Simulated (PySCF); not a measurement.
Sn(H)2(Et)(NH2) (C₂H₉NSn), SMILES [CH2]([SnH2][NH2])C.

Coordinates come from a r2SCAN-D4/def2-SVP optimisation. The structure was generated by enumeration; whether it is a known compound was not checked. The def2 effective core potentials stand for the cores of Sn; spin–orbit coupling is left out. The values are those of a single conformer.

The numbers are results of TDDFT-B3LYP/def2-SVPD in PySCF, not measurements.

Vertical excitations. Isolated molecule, no solvent.

Computed excitation energies, oscillator strengths and character:
```csv
state,energy (eV),λ (nm),f,main pairs
S1,5.58,222,0.034,HOMO→LUMO 98 %
S2,6.23,199,0.051,HOMO→LUMO+1 91 %
S3,6.31,197,0.017,HOMO→LUMO+2 90 %
S4,6.51,191,0.022,HOMO−1→LUMO 94 %
S5,6.92,179,0.013,HOMO→LUMO+3 82 %
S6,6.98,178,0.002,"HOMO−1→LUMO+1 59 %, HOMO−1→LUMO+2 25 %, HOMO→LUMO+3 12 %"
S7,7.25,171,0.031,HOMO→LUMO+4 77 %
S8,7.29,170,0.245,"HOMO−1→LUMO+2 55 %, HOMO−1→LUMO+1 25 %"
S9,7.43,167,0.038,HOMO−2→LUMO 84 %
S10,7.51,165,0.014,HOMO→LUMO+5 71 %
T1,5.04,246,0,HOMO→LUMO 82 %
T2,5.82,213,0,"HOMO→LUMO+1 59 %, HOMO→LUMO+2 17 %, HOMO→LUMO 12 %"
T3,6.04,205,0,"HOMO→LUMO+2 56 %, HOMO→LUMO+1 22 %, HOMO−1→LUMO+2 13 %"
T4,6.25,199,0,HOMO−1→LUMO 91 %
```
Triplets are in the Tamm–Dancoff approximation, which puts them higher than full response would, so one can lie above its singlet here.
